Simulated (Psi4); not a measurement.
Approach curve of the dimer CHN ··· H4Si (SMILES C#N and [SiH4]). Monomers: optimised at B3LYP-D3(BJ) (def2-TZVP), held rigid. Orientation: lowest of the rigid-body minima from ten starts at GFN2-xTB. R is the distance of the centres of mass, along which the second monomer moves.

- BLYP/def2-TZVP, counterpoise-corrected (Psi4)
- wB97X-D/def2-TZVP, counterpoise-corrected (Psi4)

Interaction energies in kJ/mol:

```
R / Å  BLYP/def2-TZVP
-----  --------------
3.85            24.96
4.04            15.18
4.21            10.02
4.45             5.93
4.68             3.88
4.89             2.80
5.17             1.93
5.42             1.44
5.98             0.77
6.68             0.35
7.65             0.13
8.96             0.05
```

Problem. What does wB97X-D/def2-TZVP give at the same points?

Solution. 3.85: 17.42; 4.04: 8.43; 4.21: 4.10; 4.45: 1.19; 4.68: 0.09; 4.89: -0.30; 5.17: -0.43; 5.42: -0.40; 5.98: -0.19; 6.68: -0.04; 7.65: 0.00; 8.96: 0.01 (kJ/mol).
